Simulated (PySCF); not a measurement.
C₆H₉BrO.
Bonds: C1–C2 (triple), C2–C3, C3–C4, C4–O5, O5–C6, C6–C7, C7–Br8. Hydrogens: H9 on C1; H10, H11 on C3; H12, H13 on C4; H14, H15 on C6; H16, H17 on C7.

Method: PBE0-D3(BJ)/def2-SVP geometry optimisation, gas phase in PySCF; density fitting, grid level 1; the optimiser is geomeTRIC in internal coordinates, started from a GFN2-xTB structure.

Step 0: E = -78427.5937 eV
```
atom  x, y, z in Å  |  force x, y, z in eV/Å
C1     -4.0063   -0.2108    0.7625   -0.455  -0.006   0.283
C2     -3.0115   -0.1979    0.0981    1.000   0.014  -0.759
C3     -1.7860   -0.1833   -0.6725    0.326  -0.012   0.578
C4     -0.5693   -0.2062    0.2527    0.393   0.014  -0.683
O5      0.5972   -0.1907   -0.5428   -0.159  -0.003   0.217
C6      1.7796   -0.2086    0.2149   -0.233   0.009  -0.456
C7      2.9430   -0.1900   -0.7596   -0.142  -0.010   0.531
Br8     4.6205   -0.2124    0.2091    0.000   0.000  -0.021
H9     -4.8890   -0.2217    1.3287   -0.911  -0.012   0.605
H10    -1.7495    0.7158   -1.2923    0.073   0.212  -0.249
H11    -1.7528   -1.0538   -1.3321    0.071  -0.199  -0.255
H12    -0.5883   -1.1107    0.8802   -0.065  -0.140   0.156
H13    -0.5849    0.6695    0.9202   -0.064   0.131   0.160
H14     1.8225   -1.1128    0.8442    0.083  -0.120   0.131
H15     1.8253    0.6681    0.8817    0.085   0.115   0.137
H16     2.9263   -1.0684   -1.4027   -0.001  -0.213  -0.193
H17     2.9290    0.7141   -1.3661   -0.001   0.221  -0.182
```

Step 1: E = -78427.6371 eV
```
atom  x, y, z in Å  |  force x, y, z in eV/Å
C1     -4.0904   -0.2152    0.6699   -0.152  -0.003   0.106
C2     -3.0255   -0.1993    0.0957    0.030   0.000  -0.016
C3     -1.7501   -0.1814   -0.6003    0.059   0.002  -0.120
C4     -0.5412   -0.2024    0.3232   -0.174  -0.008   0.040
O5      0.5932   -0.1898   -0.4891    0.084   0.003   0.015
C6      1.7963   -0.2087    0.2186   -0.022   0.003   0.118
C7      2.9141   -0.1922   -0.7959    0.088   0.001  -0.074
Br8     4.6354   -0.2149    0.0897    0.010   0.000   0.011
H9     -5.0409   -0.2289    1.1751    0.087   0.001  -0.036
H10    -1.6817    0.7173   -1.2387   -0.014  -0.048   0.023
H11    -1.6798   -1.0499   -1.2792   -0.015   0.048   0.026
H12    -0.5692   -1.1069    0.9656    0.030   0.030  -0.028
H13    -0.5646    0.6762    1.0007    0.032  -0.028  -0.028
H14     1.8741   -1.1130    0.8580    0.008   0.030  -0.048
H15     1.8805    0.6686    0.8938    0.009  -0.032  -0.049
H16     2.8756   -1.0744   -1.4491   -0.031   0.032   0.029
H17     2.8802    0.7151   -1.4141   -0.029  -0.033   0.029
```

Problem. Estimate the geometry and energy of step 2. (The exact step hangs on the optimiser's Hessian estimate; all steps are aligned on step 1, rigid shifts and turns removed.)

Solution. E = -78427.6397 eV, largest force 0.072 eV/Å
```
atom  x, y, z in Å  |  force x, y, z in eV/Å
C1     -4.0793   -0.2151    0.6921    0.023   0.000   0.014
C2     -3.0256   -0.1993    0.0959   -0.025   0.000  -0.004
C3     -1.7587   -0.1816   -0.6185    0.066   0.001  -0.029
C4     -0.5473   -0.2029    0.3026   -0.035  -0.001   0.043
O5      0.5972   -0.1892   -0.4984    0.032   0.003  -0.030
C6      1.7947   -0.2081    0.2206   -0.029  -0.001   0.038
C7      2.9219   -0.1921   -0.7851    0.035   0.000  -0.012
Br8     4.6370   -0.2156    0.1141   -0.019   0.000  -0.009
H9     -5.0160   -0.2286    1.2175   -0.002   0.000   0.005
H10    -1.6971    0.7160   -1.2565   -0.007   0.000   0.003
H11    -1.6958   -1.0485   -1.2974   -0.009   0.001   0.003
H12    -0.5726   -1.1063    0.9444   -0.006  -0.001  -0.005
H13    -0.5683    0.6742    0.9803   -0.008   0.000  -0.002
H14     1.8690   -1.1123    0.8577   -0.003  -0.002  -0.007
H15     1.8756    0.6689    0.8938   -0.004   0.002  -0.007
H16     2.8828   -1.0737   -1.4370   -0.005   0.000  -0.001
H17     2.8884    0.7145   -1.4021   -0.004   0.002   0.000
```

The energy changes by -0.0026 eV. The first-order estimate −F·Δx gives -0.0048 eV and the mean of the old and new forces, exact on a quadratic surface, -0.0028 eV. The step makes an angle of 82° with the force vector and moves no atom by more than 0.049 Å.

The cost below is that of the whole optimisation. On an Arm Neoverse N1 with one thread, shared host with 32 logical CPUs at a one-minute load of 20, this took 85 s wall and 0.69 GiB of memory at its peak.
